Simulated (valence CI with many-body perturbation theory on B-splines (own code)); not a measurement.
**Forbidden lines of Yb XXXI**

Method: relativistic CI+MBPT: four valence electrons over a frozen Dirac-Fock core [Kr], a basis of 7 s, 7 p, 8 d, 6 f, 4 g, 1 h functions for each j, with the one-electron correlation potential Σ1, the two-electron term Σ2, the three-electron term Σ3, Breit, model QED; selected CI, second order for the rest, scaled by the run's own slope (own B-spline code, finite nucleus).

No measured spectrum was set against this ion. As an estimate, large intervals hold to a few tenths of a per cent, small ones and those within an open d or f shell to about a per cent. The list stops below the first excitations out of the core.

Lines 1 to 50 of 120 in falling wavelength, among levels below 909240 cm⁻¹, chosen from the decays that carry over 1 % of a level's rate. Wavelengths and rates use the calculated energies. Electric multipoles are in the length gauge, E1 and E2 with the static RPA response of the core. S is in atomic units (e²a₀⁴ for E2 and M2, e²a₀⁶ for E3), for M1 in squared Bohr magnetons. Weak lines are less certain than strong ones. Lines between different terms over intervals too small for the method are left out, as are lines whose strength nearly cancels. The highest levels of a list are the least certain.

Levels are named by their leading jj configuration (3d3/2^4 stands for four electrons in 3d with j = 3/2), which in mixed levels can hold well under half, so a name can repeat and another be missing. Letters in brackets count levels of one name in rising energy.

```tsv
λ vac (nm)	Upper	Lower	Type	A (s⁻¹)	S (a.u.)
4837	(4d3/2^3 4d5/2) J=4	(4d3/2^3 4d5/2) J=2	E2	2.66e-09	5.66e-03
1054	(4d3/2^3 4d5/2) J=3	(4d3/2^3 4d5/2) J=4	M1	9.47e+00	2.87e+00
1006	(4d3/2^2 4d5/2^2) J=6	(4d3/2^2 4d5/2^2) J=5	M1	7.94e+00	3.90e+00
865.1	(4d3/2^3 4d5/2) J=3	(4d3/2^3 4d5/2) J=2	M1	2.97e+01	4.98e+00
292.1	(4d3/2^3 4d5/2) J=2	(4d3/2^3 4d5/2) J=1	M1	1.02e+03	4.72e+00
291.8	(4d3/2^2 4d5/2^2) J=1	(4d3/2^2 4d5/2^2) J=0 [a]	M1	5.36e+02	1.48e+00
281.8	(4d3/2^2 4d5/2^2) J=4 [b]	(4d3/2^2 4d5/2^2) J=3 [a]	M1	3.61e+02	2.70e+00
250.0	(4d3/2^2 4d5/2^2) J=2 [d]	(4d3/2^2 4d5/2^2) J=2 [c]	M1	4.44e+02	1.28e+00
248.8	(4d3/2^2 4d5/2^2) J=4 [b]	(4d3/2^2 4d5/2^2) J=4 [a]	M1	6.27e+01	3.22e-01
234.9	(4d3/2 4d5/2^3) J=3 [c]	(4d3/2 4d5/2^3) J=2 [a]	M1	5.75e+02	1.93e+00
229.2	(4d3/2^2 4d5/2^2) J=2 [b]	(4d3/2^2 4d5/2^2) J=2 [a]	M1	5.24e+02	1.17e+00
226.4	(4d3/2 4d5/2^3) J=3 [b]	(4d3/2 4d5/2^3) J=3 [a]	M1	4.21e+02	1.27e+00
226.1	(4d3/2^2 4d5/2^2) J=4 [c]	(4d3/2^2 4d5/2^2) J=3 [b]	M1	2.88e+02	1.11e+00
188.9	(4d3/2 4d5/2^3) J=1 [b]	(4d3/2 4d5/2^3) J=0	M1	9.26e+02	6.94e-01
176.9	(4d3/2 4d5/2^3) J=2 [b]	(4d3/2 4d5/2^3) J=2 [a]	M1	7.32e+02	7.52e-01
159.1	(4d3/2^2 4d5/2^2) J=0 [b]	(4d3/2 4d5/2^3) J=1 [a]	M1	1.36e+03	2.02e-01
151.1	(4d3/2^2 4d5/2^2) J=4 [c]	(4d3/2^2 4d5/2^2) J=5	M1	4.38e+02	5.04e-01
146.4	(4d3/2 4d5/2^3) J=1 [b]	(4d3/2 4d5/2^3) J=1 [a]	M1	5.99e+02	2.09e-01
144.3	(4d3/2^2 4d5/2^2) J=4 [a]	(4d3/2^3 4d5/2) J=3	M1	1.81e+03	1.81e+00
137.2	(4d3/2 4d5/2^3) J=3 [a]	(4d3/2^2 4d5/2^2) J=4 [b]	M1	1.36e+03	9.14e-01
135.1	(4d3/2^2 4d5/2^2) J=3 [a]	(4d3/2^3 4d5/2) J=3	M1	8.87e+03	5.68e+00
134.6	(4d3/2^2 4d5/2^2) J=2 [d]	(4d3/2^2 4d5/2^2) J=2 [b]	M1	8.09e+02	3.65e-01
134.2	(4d3/2 4d5/2^3) J=2 [a]	(4d3/2^2 4d5/2^2) J=2 [c]	M1	2.11e+03	9.46e-01
129.7	(4d3/2 4d5/2^3) J=3 [c]	(4d3/2^2 4d5/2^2) J=2 [d]	M1	9.71e+02	5.49e-01
129.6	(4d3/2^2 4d5/2^2) J=2 [d]	(4d3/2^2 4d5/2^2) J=3 [b]	M1	4.51e+02	1.82e-01
129.2	(4d3/2 4d5/2^3) J=1 [b]	(4d3/2^2 4d5/2^2) J=2 [d]	M1	5.84e+03	1.40e+00
128.3	(4d3/2^2 4d5/2^2) J=2 [c]	(4d3/2^2 4d5/2^2) J=2 [a]	M1	1.06e+03	4.13e-01
126.9	(4d3/2^2 4d5/2^2) J=4 [a]	(4d3/2^3 4d5/2) J=4	M1	1.31e+04	8.92e+00
125.6	(4d3/2 4d5/2^3) J=3 [b]	(4d3/2^2 4d5/2^2) J=2 [c]	M1	4.24e+02	2.18e-01
125.4	(4d3/2 4d5/2^3) J=3 [c]	(4d3/2 4d5/2^3) J=4 [a]	M1	1.87e+03	9.58e-01
125.2	(4d3/2^3 4d5/2) J=1	(4d3/2^4) J=0	M1	1.42e+04	3.10e+00
125.1	(4d3/2^2 4d5/2^2) J=4 [c]	(4d3/2^2 4d5/2^2) J=3 [a]	M1	5.34e+02	3.49e-01
124.2	(4d3/2^2 4d5/2^2) J=2 [a]	(4d3/2^3 4d5/2) J=2	M1	5.65e+03	2.00e+00
122.0	(4d3/2 4d5/2^3) J=2 [b]	(4d3/2 4d5/2^3) J=1 [a]	M1	8.82e+02	2.97e-01
119.9	(4d3/2 4d5/2^3) J=1 [a]	(4d3/2^2 4d5/2^2) J=2 [b]	M1	2.47e+03	4.74e-01
118.1	(4d3/2^2 4d5/2^2) J=4 [c]	(4d3/2^2 4d5/2^2) J=4 [a]	M1	6.42e+03	3.53e+00
116.9	(4d3/2^2 4d5/2^2) J=3 [a]	(4d3/2^3 4d5/2) J=2	M1	7.04e+03	2.92e+00
113.0	(4d3/2 4d5/2^3) J=5	(4d3/2^2 4d5/2^2) J=4 [b]	M1	7.73e+03	4.55e+00
109.8	(4d3/2 4d5/2^3) J=2 [b]	(4d3/2^2 4d5/2^2) J=2 [d]	M1	1.03e+03	2.53e-01
104.6	(4d3/2 4d5/2^3) J=2 [b]	(4d3/2 4d5/2^3) J=3 [a]	M1	2.35e+03	4.98e-01
103.6	(4d3/2 4d5/2^3) J=4 [a]	(4d3/2^2 4d5/2^2) J=5	M1	1.63e+03	6.05e-01
102.8	(4d3/2^2 4d5/2^2) J=5	(4d3/2^3 4d5/2) J=4	M1	8.45e+03	3.75e+00
99.74	(4d3/2 4d5/2^3) J=5	(4d3/2^2 4d5/2^2) J=6	M1	4.39e+03	1.78e+00
99.45	(4d3/2 4d5/2^3) J=1 [a]	(4d3/2^2 4d5/2^2) J=1	M1	1.13e+04	1.23e+00
95.69	(4d3/2 4d5/2^3) J=6	(4d3/2^2 4d5/2^2) J=6	M1	8.97e+03	3.79e+00
93.49	(4d3/2^2 4d5/2^2) J=0 [a]	(4d3/2^3 4d5/2) J=1	M1	4.93e+04	1.49e+00
93.46	(4d3/2^2 4d5/2^2) J=1	(4d3/2^3 4d5/2) J=2	M1	2.03e+04	1.84e+00
93.29	(4d3/2^2 4d5/2^2) J=6	(4d3/2^3 4d5/2) J=4	E2	1.03e+00	8.42e-03
92.30	(4d3/2 4d5/2^3) J=3 [a]	(4d3/2^2 4d5/2^2) J=3 [a]	M1	1.77e+04	3.61e+00
91.87	(4d3/2 4d5/2^3) J=2 [a]	(4d3/2^2 4d5/2^2) J=2 [b]	M1	8.48e+03	1.22e+00
```
